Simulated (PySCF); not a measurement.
## Electron correlation in Sr²⁸⁺ (strontium, charge +28)

[Ne], closed-shell 1S. Calculation: PySCF 2.14, in an uncontracted even-tempered set (18 s from 8.7 bohr⁻², ratio 2.2; 11 p from 11 bohr⁻², ratio 2.2; 6 d from 52 bohr⁻², ratio 2.4; 5 f from 77 bohr⁻², ratio 2.4; 4 g from 120 bohr⁻², ratio 2.4); the non-relativistic Hamiltonian (point nucleus). Frozen: nothing; 10 electrons correlated; the 14 highest virtual orbitals of each spin left out.

MP2 pair energies summed by pair of shells (mhartree):

| pair | energy | share (%) |
| --- | --- | --- |
| 2p-2p | -218.64 | 56.5 |
| 2s-2p | -70.69 | 18.3 |
| 1s-2p | -42.03 | 10.9 |
| 1s-1s | -35.89 | 9.3 |
| 2s-2s | -11.85 | 3.1 |
| 1s-2s | -7.80 | 2.0 |

Total MP2 correlation energy: -386.90 mhartree.

At this charge a non-relativistic calculation is a model, useful for the Z dependence of the correlation energy.
